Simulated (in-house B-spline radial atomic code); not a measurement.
Values are calculated unless marked as measured or tabulated.
## Weak and strong correlation along the adiabatic connection

Two-electron singlets in several external potentials (atomic units), by full CI in B-splines with partial waves to l = 8 (correlation energies up to 0.6 % small). The repulsion is scaled by λ at fixed density; W(λ) is the mean repulsion less the Hartree energy, W(0) = E_x, and the area under W from 0 to 1 is E_xc.

Relative drop (W(λ) − E_x)/E_x:

| system | λ = 0.12 | λ = 0.25 | λ = 0.4 | λ = 0.6 | λ = 0.8 | λ = 1 |
| --- | --- | --- | --- | --- | --- | --- |
| −V exp(−r²/w²), V = 20.2, w = 9.13 | 0.0189 | 0.0376 | 0.0570 | 0.0797 | 0.0995 | 0.1169 |
| −V exp(−r²/w²), V = 0.922, w = 12.7 | 0.0520 | 0.0950 | 0.1324 | 0.1690 | 0.1958 | 0.2163 |
| −Z/r, Z = 0.5, wall at 1 bohr | 0.0070 | 0.0144 | 0.0226 | 0.0329 | 0.0428 | 0.0521 |
| −Z/r, Z = 0.788, wall at 5.89 bohr | 0.0268 | 0.0520 | 0.0769 | 0.1048 | 0.1281 | 0.1477 |
| empty sphere, radius 0.359 bohr | 0.0027 | 0.0055 | 0.0088 | 0.0130 | 0.0172 | 0.0213 |
| ω²r²/2 − Z/r, ω = 0.136, Z = 0.3 | 0.0358 | 0.0678 | 0.0981 | 0.1303 | 0.1557 | 0.1763 |
| −Z exp(−kr)/r, Z = 1.75, k = 0.239 | 0.0137 | 0.0276 | 0.0425 | 0.0607 | 0.0771 | 0.0921 |

Task: Order the systems by how far second-order (GL2) theory, half the initial slope (estimated from the first points of each curve), overshoots the correlation energy, least first.
A. ω²r²/2 − Z/r, ω = 0.136, Z = 0.3
B. −Z/r, Z = 0.788, wall at 5.89 bohr
C. −Z exp(−kr)/r, Z = 1.75, k = 0.239
D. −V exp(−r²/w²), V = 20.2, w = 9.13
E. empty sphere, radius 0.359 bohr
F. −Z/r, Z = 0.5, wall at 1 bohr
G. −V exp(−r²/w²), V = 0.922, w = 12.7

Result: E (GL2/E_c = 1.03), F (GL2/E_c = 1.09), C (GL2/E_c = 1.18), D (GL2/E_c = 1.27), B (GL2/E_c = 1.40), A (GL2/E_c = 1.54), G (GL2/E_c = 1.79).

Task: What else changes along this order?

Result: The ratio follows the bend of the curve. With it the leading natural occupation goes from 1.999 to 1.821 and −T_c/E_c from 0.97 to 0.56 between the first and the last.
